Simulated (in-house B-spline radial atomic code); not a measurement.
**BSE on G0W0@HF excitations of Al II (Al+)**

Method: BSE on G0W0@HF. Computed with an all-electron radial atomic-structure program (B-spline basis): linear response of the closed shell [Ne] 3s2 with a statically screened interaction on G0W0 levels; non-relativistic, point nucleus, no spin-orbit coupling, no double excitations, S, P, D and F terms only.

Only levels near the gap carry their own quasi-particle shift, so the BSE energies are approximate.

Command:
```bash
python run_td.py task.json out
```
Settings (radii: box in bohr, nucleus in fm):
```
Z                        13
electrons                12
configuration            [Ne] 3s2
hamiltonian              nr
method                   bse
box_radius               41.61
intervals                54
```

Run time, properties included: 3.4 s on 1 thread of Arm Neoverse N1, with other jobs on the host.

The lowest states, in the order of their Tamm-Dancoff energies; the method's threshold (minus the highest G0W0 level) is 18.858 eV. Labels give the largest channel, * marks a mixed state, and oscillator strengths are full-response dipole values. Measured ¹D terms are left out, since they can mix with doubly excited terms. Energies in eV:

| state | full response | Tamm-Dancoff | oscillator strength | measured (J-weighted term) |
| --- | --- | --- | --- | --- |
| 3s → 3p 3P | ? | ? | - | ? |
| 3s → 3p 1P | 7.628 | 8.081 | 1.78 | 7.421 |
| 3s → 4s 3S | 11.426 | 11.439 | - | 11.317 |
| 3s → 3d 3D | 12.058 | 12.070 | - | 11.847 |
| 3s → 4s 1S | 12.138 | 12.154 | - | 11.822 |
| 3s → 3d 1D | 12.785 | 12.798 | - | - |
| 3s → 4p 3P | 13.155 | 13.162 | - | 13.075 |
| 3s → 4p 1P | 13.575 | 13.638 | 0.0122 | 13.257 |
| 3s → 5s 3S | 14.942 | 14.945 | - | 14.890 |
| 3s → 4d 3D | 15.093 | 15.096 | - | 15.062 |
| 3s → 5s 1S | 15.177 | 15.183 | - | 15.048 |
| 3s → 4d 1D | 15.347 | 15.353 | - | - |
| 3s → 4f 3F | 15.429 | 15.429 | - | 15.302 |
| 3s → 4f 1F | ? | ? | - | ? |
| 3s → 5p 3P | 15.614 | 15.616 | - | - |
| 3s → 5p 1P | 15.762 | 15.782 | 3.82e-05 | - |

Q: Where does 3s → 3p 3P lie?

A: At 4.268 eV in full response, 4.443 eV in Tamm-Dancoff; measured 4.651 eV.

Q: Where does 3s → 4f 1F lie?

A: At 15.457 eV in full response, 15.457 eV in Tamm-Dancoff; measured 15.308 eV.

Q: How large is the singlet-triplet splitting of 3s → 3p (P terms) in Tamm-Dancoff?

A: 3.64 eV, from the unrounded values.

Q: What polarisabilities and dispersion coefficient does the method give?

A: Dipole 23.04 bohr³, quadrupole 118.5 bohr⁵, C6 114.7 hartree·bohr⁶ for two such species.
